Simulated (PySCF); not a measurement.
C5H13NSi.
Atom-mapped SMILES: `[CH3:1][CH2:2][C@H:3]1[CH2:4][Si@@H:5]([NH2:6])[CH2:7]1`

Definitions: NICS(0) = −σiso at the ring centroid; NICS(1) = −σiso and NICS(1)zz = −σzz at ±1 Å along the ring normal z. Level: GIAO PBE0/pcSseg-1 (PySCF, non-relativistic, gas phase) on the GFN2-xTB geometry, one conformer.

Ring bond lengths (Å), with Mayer bond orders in brackets: C3–C4 1.545 (0.98), C4–Si5 1.902 (0.93), Si5–C7 1.902 (0.93), C7–C3 1.545 (0.97).

Task: What do the NICS probes read (ppm)?

Result: 
| ring | type | NICS(0) | NICS(1), two faces | NICS(1)zz, two faces | rms pucker (Å) | centre to ring atoms, mean (Å) |
| --- | --- | --- | --- | --- | --- | --- |
| C3–C4–Si5–C7 | 4-membered ring with Si; formal bonds all single | 0.0 | -0.7 / -1.4 | 6.9 / 2.6 | 0.08 | 1.21 |

Task: What can be read from them?

Result: 
- C3–C4–Si5–C7: mean NICS(1)zz 4.7 ppm, deshielded. C3, C4, Si5, C7 have four or more neighbours; no verdict on aromaticity is drawn. The two faces differ by 4.3 ppm, so no symmetry operation interchanges them.

Task: Give the inner angles of the rings and the Hirshfeld charges of the ring atoms.

Result: 
- C3–C4–Si5–C7: C3 99.7° (-0.020 e), C4 90.6° (-0.174 e), Si5 76.8° (+0.394 e), C7 90.6° (-0.173 e); sum 357.7° against 360° for a flat convex ring.

Task: How shielded are the nuclei of the rings and their hydrogens (means over atoms taken as equivalent)?

Result: 
```tsv
atoms	environment	σ isotropic (ppm)
C3	four-membered-ring carbon	154.2
C4 (×2)	sp3 carbon bound to silicon	163.6
Si5	SiH silicon	367.2
H on C3	methine hydrogen	29.81
H on C4 (×2)	methylene hydrogen	30.83
H on C4 (×2)	methylene hydrogen	30.17
H on Si5	Si–H hydrogen	26.10
```

Conformer computed: `[CH3:1][CH2:2][C@H:3]1[CH2:4][Si@@H:5]([NH2:6])[CH2:7]1`: C1–C2–C3–C4 177°, H–N6–Si5–C4 156°, H–N6–Si5–C4 -70°.
